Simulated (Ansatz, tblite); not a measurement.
Cost and result up the ladder for the cluster Te4As⁺ (5 atoms). Total charge 1; singlet. Geometry: PBE-D4/def2-SVP.

```xyz
5

As    0.300    0.012    1.630
Te   -0.918   -2.019    0.409
Te    2.358    0.705    0.109
Te   -0.172    1.691   -0.427
Te   -1.568   -0.389   -1.720
```

Ansatz on 4 threads of Arm Neoverse V2 on a shared host; xTB runs through tblite on one thread. Times are rough, summed over both states, and most runs start from the orbitals of an earlier one. PBE0-D4/def2-TZVP serves as the yardstick here, not as an exact answer. Differences are given only for rows in sets of like size (and for xTB, whose basis is part of the method), since another set adds its own error. The other state is a quintet at its own geometry, which has other bonds, so the gap mixes isomer and spin.

In the def2 sets Te takes a core potential, while STO-3G treats all electrons; there is no spin–orbit coupling. The xTB rows come from tblite. HSE06 is defined as in plane-wave codes, on full-range PBE exchange. Correlated methods freeze 25 core orbitals; core or outer-core shells of As, Te are correlated, in sets that lack core-valence functions. At PBE0-D4/def2-TZVP a singlet of charge 1 lies 1.47 eV below the quintet, each at its own geometry. The structure comes from a short search, and lower isomers may exist.

Correlated methods converge slowly with the basis.

xTB has no spin-polarisation term.

| level | functions | wall time |
| --- | --- | --- |
| GFN1-xTB | 45 | 0.012 s |
| GFN2-xTB | 45 | 0.019 s |
| HF/STO-3G | 126 | 10 s |
| PBE-D4/def2-TZVP (with forces) | 248 | 12 s |
| HSE06-D4/def2-TZVP | 248 | 24 s |
| PBE0-D4/def2-TZVP | 248 | 26 s |
| r2SCAN-D4/def2-TZVP | 248 | 26 s |
| BHLYP-D4/def2-TZVP | 248 | 31 s |
| MP2/def2-TZVP | 248 | 34 s |

**Question.** Estimate what each level gives for the quintet − singlet (eV).

**Answer.** 
```tsv
level	quintet − singlet (eV)	difference from PBE0-D4/def2-TZVP (eV)	remarks
GFN1-xTB	3.61	2.13	–
GFN2-xTB	3.49	2.02	–
HF/STO-3G	1.41	–	–
PBE-D4/def2-TZVP (with forces)	1.54	0.07	–
HSE06-D4/def2-TZVP	1.47	0.00	–
PBE0-D4/def2-TZVP	1.47	0.00	–
r2SCAN-D4/def2-TZVP	1.40	-0.08	–
BHLYP-D4/def2-TZVP	1.36	-0.11	–
MP2/def2-TZVP	1.92	0.45	spin-contaminated (⟨S²⟩ 6.13) (quintet)
```
